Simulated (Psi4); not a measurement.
Computed with SAPT0/jun-cc-pVDZ, frozen core in Psi4 1.11.

Psi4 input:

```
molecule {
0 1
C -0.02646901 0.00078587 -0.00000000
N 1.11921374 -0.03264701 -0.00000000
H -1.09274473 0.03186113 0.00000000
--
1 1
O 3.58919569 0.03919515 -0.02400449
H 3.99500748 -0.16213016 0.84630283
H 3.98948393 -0.46256223 -0.76606373
H 2.60871274 0.00450635 -0.01416932
units angstrom
symmetry c1
no_reorient
no_com
}
set basis jun-cc-pvdz
set scf_type df
set freeze_core true
energy('sapt0')
```

Part of the output:

```
    SAPT Results
  --------------------------------------------------------------------------------------------------------
    Electrostatics                -54.85858516 [mEh]     -34.42428191 [kcal/mol]    -144.03119551 [kJ/mol]
      Elst10,r                    -54.85858516 [mEh]     -34.42428191 [kcal/mol]    -144.03119551 [kJ/mol]

    Exchange                       50.86393532 [mEh]      31.91760129 [kcal/mol]     133.54324378 [kJ/mol]
      Exch10                       50.86393532 [mEh]      31.91760129 [kcal/mol]     133.54324378 [kJ/mol]
      Exch10(S^2)                  49.48651970 [mEh]      31.05325994 [kcal/mol]     129.92683957 [kJ/mol]

    Induction                     -40.39405290 [mEh]     -25.34765088 [kcal/mol]    -106.05457128 [kJ/mol]
      Ind20,r                     -43.83377562 [mEh]     -27.50610947 [kcal/mol]    -115.08556203 [kJ/mol]
      Exch-Ind20,r                 15.53575666 [mEh]       9.74883448 [kcal/mol]      40.78912348 [kJ/mol]
      delta HF,r (2)              -12.09603394 [mEh]      -7.59037589 [kcal/mol]     -31.75813273 [kJ/mol]

    Dispersion                     -6.95724058 [mEh]      -4.36573438 [kcal/mol]     -18.26623264 [kJ/mol]
      Disp20                       -8.28692038 [mEh]      -5.20012105 [kcal/mol]     -21.75730646 [kJ/mol]
      Exch-Disp20                   1.32967980 [mEh]       0.83438667 [kcal/mol]       3.49107382 [kJ/mol]
      Disp20 (SS)                  -4.14346019 [mEh]      -2.60006052 [kcal/mol]     -10.87865323 [kJ/mol]
      Disp20 (OS)                  -4.14346019 [mEh]      -2.60006052 [kcal/mol]     -10.87865323 [kJ/mol]
      Exch-Disp20 (SS)              0.86247436 [mEh]       0.54121083 [kcal/mol]       2.26442612 [kJ/mol]
      Exch-Disp20 (OS)              0.46720544 [mEh]       0.29317584 [kcal/mol]       1.22664770 [kJ/mol]

  Total HF                        -44.38870275 [mEh]     -27.85433150 [kcal/mol]    -116.54252300 [kJ/mol]
  Total SAPT0                     -51.34594333 [mEh]     -32.22006588 [kcal/mol]    -134.80875564 [kJ/mol]
```
